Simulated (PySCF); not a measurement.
Task: What does the PBE0-D3(BJ)/def2-SVP structure of `C=Cc1ccc(N)cc1` (4-aminostyrene) look like in three dimensions?

Result: 
```xyz
18
C8H9N angstrom
C      3.0256    0.8988   -1.0443
C      2.2909    0.5128    0.0078
C      0.8594    0.2057    0.0400
C      0.2577   -0.1873    1.2453
C     -1.0951   -0.4883    1.3307
C     -1.9185   -0.4082    0.1954
N     -3.2516   -0.7478    0.2521
C     -1.3245   -0.0148   -1.0197
C      0.0265    0.2827   -1.0895
H      2.5988    1.0291   -2.0424
H      4.0937    1.0991   -0.9383
H      2.7983    0.4055    0.9737
H      0.8736   -0.2573    2.1461
H     -1.5260   -0.7939    2.2878
H     -3.6880   -0.7396    1.1636
H     -3.8453   -0.3993   -0.4879
H     -1.9420    0.0525   -1.9195
H      0.4460    0.5855   -2.0513
```

Any rigid rotation of these coordinates is as good. Atoms count from 1 in this order. The 9 heavy atoms lie in one plane (0.012 Å rms). N7 (aniline-type nitrogen) is pyramidal (angles 117.0°, 116.9° and 113.8°, sum 347.7°, 0.23 Å off the plane of its three neighbours). The 6-membered ring C3–C4–C5–C6–C8–C9 has internal angles of 116.8° to 122.1°; it is planar, 0.00 Å rms from its mean plane, widest ring torsion 0°. The 8 C–C bonds span 1.340 Å (C1=C2, drawn double) to 1.464 Å (C2–C3, drawn single), a spread of 0.124 Å.

Bonds between heavy atoms (Å): C1=C2 1.340, C2–C3 1.464, C3–C4 1.403, C4–C5 1.388, C5–C6 1.405, C6–N7 1.377, C6–C8 1.409, C8–C9 1.385, C3–C9 1.405.

Level of theory: PBE0-D3(BJ)/def2-SVP geometry optimisation, gas phase in PySCF.

Point group: near Cs, missed by 0.38 Å at most; the miss may be what the optimiser left on a soft mode. No frequency check. One conformer, not necessarily the lowest (C1–C2–C3–C4 180°).

On one thread, Arm Neoverse N1 (aarch64), shared host with 64 logical CPUs at a one-minute load of 33, this took 94 s wall and 0.79 GiB of memory at its peak. That covers the optimisation of the geometry.
